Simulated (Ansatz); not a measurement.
Geometry optimisation, Ansatz 0.2.0, RKS PBE0-D4/def2-SVP.

The input (input.yaml):

```yaml
crystal:
  periodic: [false, false, false]
  atoms:
    - { symbol: Al, position_ang: [-0.179122, -0.428132, -0.158736] }
    - { symbol: F, position_ang: [0.446901, -1.804945, 0.684968] }
    - { symbol: "N", position_ang: [0.672328, 0.098642, -1.607256] }
    - { symbol: "N", position_ang: [-1.665077, 0.294496, 0.449475] }
    - { symbol: H, position_ang: [1.504506, -0.198797, 1.716306] }
    - { symbol: H, position_ang: [1.63741, 0.488605, 1.792946] }
    - { symbol: H, position_ang: [1.518694, -0.335082, -1.955205] }
    - { symbol: H, position_ang: [0.385348, 0.850049, -2.221565] }
    - { symbol: H, position_ang: [-2.165645, 1.064747, 0.024754] }
    - { symbol: H, position_ang: [-2.155343, -0.029583, 1.274212] }
basis:
  gaussian: { orbitals: def2-SVP }
hamiltonian:
  xc: pbe0
  dispersion: d4
relax:
  f_tol: 0.03
  max_steps: 50
```

Launched with:

```bash
$ ansatz run input.yaml --threads 2 --pin off --max-ram 3072MiB --backend cpu --events-out ev --progress --plain --runs-dir out
```

Q: Where does it end, and by what steps?

A: The forces met the threshold. After 5 steps the energy has fallen by 0.125 eV; H6 moved furthest, 0.33 Å.

```
step  energy less start (eV)  largest force component (eV/Å)  accepted
   0                  0.0000                           2.457       yes
   1                 -0.0990                           0.879       yes
   2                 -0.1097                           0.600       yes
   3                 -0.1228                           0.257       yes
   4                 -0.1246                           0.067       yes
   5                 -0.1252                           0.023       yes
```

```xyz
10
Properties=species:S:1:pos:R:3
Al -0.148 -0.474 -0.121
F 0.370 -1.890 0.604
N 0.716 0.089 -1.553
N -1.616 0.285 0.501
H 1.463 -0.153 1.671
H 1.437 0.601 1.557
H 1.531 -0.373 -1.939
H 0.463 0.884 -2.126
H -2.076 1.098 0.112
H -2.140 -0.066 1.293
```

The run took 13 s on 2 threads of Intel(R) Xeon(R) 6975P-C (Granite Rapids), on a shared host, peak memory 0.19 GiB.
